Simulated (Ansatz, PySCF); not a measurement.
System: sum formula HSeO, net charge 0, doublet state. It need not be the lowest isomer of its formula. 
Coordinates optimised at B3LYP-D3(BJ)/def2-TZVP (Ansatz, a first-principles code):
```
Se
O 1 1.6700
H 1 1.5040 2 101.39
```
Charge 0, spin multiplicity 2.

Property: atomisation energy (electronic, to ground-state atoms), in kcal/mol. Valence correlation only, unless marked. Open shells are spin-unrestricted. No spin-orbit coupling. Frozen are the shells of the preceding noble gas and the d and f shells that filled before the atom's block. No relativistic terms. The coupled-cluster limit lacks core correlation, which all-electron functionals hold. CBS marks a two-point X^-3 extrapolation of the correlation energy; Hartree-Fock from the larger set.

| level | program | atomisation energy (kcal/mol) |
|---|---|---|
| HF-D4/def2-TZVPD | PySCF + dftd4 | 77.8 |
| SVWN5/def2-TZVPD | Ansatz | 213.3 |
| BP86-D3(BJ)/def2-TZVPD | PySCF + dftd3 | 182.3 |
| B97M-V/def2-TZVPD | Ansatz | 168.0 |

### Question
What does CCSD(T)/CBS(cc-pVTZ,cc-pVQZ) (Ansatz) give?

### Answer
163.1 kcal/mol, so B97M-V/def2-TZVPD differs from it by 4.9 kcal/mol.
